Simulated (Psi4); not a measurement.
C$_{2}$H$_{8}$N (SMILES C[NH2+]C), charge +1, singlet, at a GFN2-xTB geometry; Psi4 1.11 with CCSD(T)/def2-SV(P).

Input for Psi4:
```
memory 2 GB

molecule {
1 1
C    -0.02333821   -0.27178422    1.23058526
N     0.03459018    0.54534707    0.00080941
C    -0.01095720   -0.26891545   -1.23138777
H     0.81917921   -0.96023702    1.25829085
H     0.01259112    0.36354745    2.11314052
H    -0.94632669   -0.84824181    1.24954279
H     0.89993071    1.10048027    0.00580798
H     0.83180433   -0.95731169   -1.25222260
H     0.03383921    0.36847078   -2.11205406
H    -0.93370156   -0.84531649   -1.26097066
H    -0.75367517    1.20537707   -0.00238562
}

set {
  basis def2-sv(p)
}

energy('ccsd(t)')
print_variables()
```

The log (banner, timings and long lists left out):

```
   => Loading Basis Set <=

    Name: DEF2-SV(P)
    Role: ORBITAL
    Keyword: BASIS

         ---------------------------------------------------------
                                   SCF
               by Justin Turney, Rob Parrish, Andy Simmonett
                          and Daniel G. A. Smith
                              RHF Reference
         ---------------------------------------------------------

  ==> Geometry <==

    Molecular point group: c1
    Full point group: C1

    Geometry (in Angstrom), charge = 1, multiplicity = 1:

       Center              X                  Y                   Z               Mass
    ------------   -----------------  -----------------  -----------------  -----------------
         C           -0.024123623040    -0.284167026807     1.230566880792    12.000000000000
         N            0.033804766960     0.532964263193     0.000791030792    14.003074004430
         C           -0.011742613040    -0.281298256807    -1.231406149208    12.000000000000
         H            0.818393796960    -0.972619826807     1.258272470792     1.007825032230
         H            0.011805706960     0.351164643193     2.113122140792     1.007825032230
         H           -0.947112103040    -0.860624616807     1.249524410792     1.007825032230
         H            0.899145296960     1.088097463193     0.005789600792     1.007825032230
         H            0.831018916960    -0.969694496807    -1.252240979208     1.007825032230
         H            0.033053796960     0.356087973193    -2.112072439208     1.007825032230
         H           -0.934486973040    -0.857699296807    -1.260989039208     1.007825032230
         H           -0.754460583040     1.192994263193    -0.002403999208     1.007825032230

  Running in c1 symmetry.

  Rotational constants: A =      1.00745  B =      0.29967  C =      0.26376 [cm^-1]
  Rotational constants: A =  30202.57272  B =   8983.74482  C =   7907.34557 [MHz]
  Nuclear repulsion =   91.804381866183988

  Charge       = 1
  Multiplicity = 1
  Electrons    = 26
  Nalpha       = 13
  Nbeta        = 13

  ==> Algorithm <==

  SCF Algorithm Type is PK.
  DIIS enabled.
  MOM disabled.
  Fractional occupation disabled.
  Guess Type is SAD.
  Energy threshold   = 1.00e-08
  Density threshold  = 1.00e-08
  Integral threshold = 1.00e-12

  ==> Primary Basis <==

  Basis Set: DEF2-SV(P)
    Blend: DEF2-SV(P)
    Number of shells: 34
    Number of basis functions: 58
[...]
  @RHF Final Energy:  -134.48947885530998
    Total Energy =                       -134.4894788553099829
[...]
              8  34        -0.0064721350

    Largest TIjAb Amplitudes:
      8   8   9   9        -0.0256581170
      6   6   1   1        -0.0216331952
      7   7   8   8        -0.0210886819
      9   9   7   7        -0.0184733993
     12  12   6   6        -0.0182119853
     12  12  19  19        -0.0181811091
     12  12  10  10        -0.0179107305
      9   9  23  23        -0.0176356590
      7   8   8   9        -0.0163150475
      8   7   9   8        -0.0163150475

    SCF energy       (wfn)                    = -134.489478855309983
    Reference energy (file100)                = -134.489478855308505

    Opposite-spin MP2 correlation energy      =   -0.322766114082391
    Same-spin MP2 correlation energy          =   -0.096802298946581
    Singles MP2 correlation energy            =   -0.000000000000000
    MP2 correlation energy                    =   -0.419568413028972
      * MP2 total energy                      = -134.909047268337474

    Opposite-spin CCSD correlation energy     =   -0.373340058727533
    Same-spin CCSD correlation energy         =   -0.089670673303844
    Singles CCSD correlation energy           =    0.000000000000000
    CCSD correlation energy                   =   -0.463010732031376
      * CCSD total energy                     = -134.952489587339869

            **************************
            *                        *
            *        CCTRIPLES       *
            *                        *
            **************************

    Wave function   =    CCSD_T
    Reference wfn   =      RHF

    Nuclear Rep. energy (wfn)                =   91.804381866183988
    SCF energy          (wfn)                = -134.489478855309983
    Reference energy    (file100)            = -134.489478855308505
    CCSD energy         (file100)            =   -0.463010732031376
    Total CCSD energy   (file100)            = -134.952489587339869

    Number of ijk index combinations:              455
    Approx. words needed per explicit thread:          364500
    Number of threads for explicit ijk threading:    1

    MKL num_threads set to 1 for explicit threading.

    (T) energy                                =   -0.010261908128371
      * CCSD(T) total energy                  = -134.962751495468240

  Variable Map:
  ----------------------------------------------------------------------------
[...]
  Array Variable Map:
  ----------------------------------------------------------------------------
[...]
[...]
```
